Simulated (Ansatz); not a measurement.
Worked example: C2H9NSi + CH7NSi → C2H10Si2 + CH6N2

Species: C2H9NSi `CC[SiH2]N`, singlet; CH7NSi `CN[SiH3]`, singlet; C2H10Si2 `CC[SiH2][SiH3]`, singlet; CH6N2 (methylhydrazine) `CNN`, singlet. The partners trade NH2 for SiH3: Si–NH2 and N–SiH3 bonds give way to Si–SiH3 and N–NH2.

Shapes, held fixed at every level: PBE0-D4/def2-TZVP. Flexible molecules stand in one conformer, not always the lowest. Programs: Ansatz 0.2.0. The zero-point and thermal change to 298 K, harmonic and unscaled (PBE0-D4/def2-TZVP), is +2.9 kJ/mol.

At CCSD(T)/CBS estimate; 1 Eh = 2625.50 kJ/mol:

```
 species  energy (Eh)
 C2H9NSi  -425.338987
  CH7NSi  -386.049483
C2H10Si2  -660.276144
   CH6N2  -151.016748
```

Task: Work out ΔH(298 K) of the reaction at this level.

Result: 
1. Products less reactants: (-660.276144) + (-151.016748) − [(-425.338987) + (-386.049483)] = 0.095578 Eh = +250.9 kJ/mol.
2. With the thermal change: +250.9 + (+2.9) = +253.8 kJ/mol.

Other levels give +217.8 (PBE-D4/def2-TZVPP) to +258.2 kJ/mol (BHLYP-D4/def2-TZVPP). No measured value is set beside it here. The CBS estimate extrapolates MP2 from def2-TZVPP and def2-QZVPP and adds CCSD(T) − MP2 in the triple-zeta set, cores frozen.
